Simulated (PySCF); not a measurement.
H₆GeSeSi, SMILES [GeH3][SiH2][SeH] (PBE/def2-SVP optimised geometry):

```
9

Ge     1.329    -0.530     0.000
Si    -1.067    -0.530     0.000
Se    -1.902     1.625     0.000
H      1.848     0.254    -1.236
H      1.902    -1.974    -0.064
H      1.862     0.163     1.280
H     -1.596    -1.332    -1.162
H     -1.605    -1.124     1.274
H     -1.202     1.974    -1.264
```

Level of theory: PBE/def2-TZVP (PySCF 2.14.0).

**Question.** What are the frontier orbital energies and the dipole moment?

**Answer.** HOMO-2 -7.96 eV, HOMO-1 -7.38 eV, HOMO -5.88 eV, LUMO -1.38 eV, LUMO+1 -1.00 eV; dipole moment 0.72 D.

On the same geometry PBE0/def2-TZVP in PySCF gives HOMO-2 -9.17 eV, HOMO-1 -8.49 eV, HOMO -6.99 eV, LUMO -0.57 eV, LUMO+1 -0.15 eV; dipole moment 0.83 D.

Meta-Löwdin charges at PBE/def2-TZVP: Ge1 0.06, Si2 0.28, Se3 -0.21, H4 -0.03, H5 -0.03, H6 -0.02, H7 -0.07, H8 -0.05, H9 0.08.
